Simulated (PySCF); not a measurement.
Positional isomers: butadiene amino+boryl. All species are isolated molecules in the gas phase. One relaxed conformer stands for each flexible species; it need not be the lowest. Strings in code marks are SMILES.

The four lowest singlet excitations (Tamm–Dancoff). Method: B3LYP-D3(BJ)/def2-TZVP // PBE0-D4/def2-TZVP (PySCF 2.14.0). B3LYP has the VWN-RPA correlation part, as in Gaussian. Excitations are Tamm–Dancoff values on a coarser integration grid. The basis has no diffuse functions, so Rydberg states are missing or too high.

```csv
state,energy (eV),wavelength (nm),oscillator strength
S1,4.60,270,0.158
S2,5.18,240,0.154
S3,5.46,227,0.266
S4,5.94,209,0.043
```

Task: Identify which member gives these states.
(A) `B/C(N)=C\C=C`
(B) `B/C(C=C)=C\N`
(C) `B/C=C/C(=C)N`
(D) `B/C(C=C)=C/N`

Result: D, `B/C(C=C)=C/N`
